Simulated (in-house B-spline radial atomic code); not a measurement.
**RPA and G0W0 on BHandHLYP: Te+**

Configuration [Kr] 4d10 5s2 5p3, highest spin, mean-field start BHandHLYP. Computed with a B-spline radial code for spherical atoms: all electrons, non-relativistic, point nucleus, each spin shell either full or empty, empty states to l = 9 with an (l + 1/2)⁻⁴ tail; G0W0 by contour deformation at full frequency.

Without relativity these are model numbers: it shifts the levels of so heavy an element strongly and can reorder them.

Command:
```bash
python run_gw.py task.json out
```
Settings (radii: box in bohr, nucleus in fm):
```
Z                        52
electrons                51
configuration            [Kr] 4d10 5s2 5p3
hamiltonian              nr
method                   bhandhlyp
lmax                     9
spin_polarised           True
box_radius               23.78
intervals                55
```

Time taken, with all properties: 6.2 s on 1 thread of Arm Neoverse N1, with other jobs on the host.

Energies (hartree):

```json
{"term": "mean-field total", "value": "-6614.07167"}
{"term": "Hartree-Fock functional on these orbitals", "value": "-6611.49577"}
{"term": "direct second order", "value": "-4.231"}
{"term": "second-order exchange", "value": "1.1664"}
{"term": "SOSEX correction", "value": "1.0912"}
```

Task: What is the RPA correlation energy, and what remains with SOSEX?

Result: RPA gives -3.7423 hartree (-2 eV per electron); RPA + SOSEX gives -2.6511, and the second-order doubles -3.0646 hartree (no singles). SOSEX takes back 29 % of the RPA value.

Quasi-particle levels (eV):

| level | occupied | mean field | Σx - vxc | Σc | QP weight | G0W0 |
| --- | --- | --- | --- | --- | --- | --- |
| 5p up | yes | -16.689 | -1.94 | ? | ? | ? |
| 5s down | yes | -22.789 | -0.23 | -2.09 | 0.931 | -25.113 |
| 4d down | yes | -58.54 | -5.05 | 2.03 | 0.858 | -61.56 |
| 5p down | no | -10.437 | 3.52 | -2.10 | 0.939 | -9.011 |

G0W0 = mean field + (Σx - vxc) + Σc, with Σc (partial-wave tail included) taken at the quasi-particle energy. Only the outer levels were computed. Levels of low weight are left out.

Task: Where does G0W0 put 5p up?

Result: At -19.111 eV, with Σc = -0.48 eV and a quasi-particle weight of 0.936. The tabulated removal energy is 18.6 ± 0.4 eV (NIST, measured); the calculation leaves out relativity, Breit and QED terms, and what these don't explain is the method's own error.
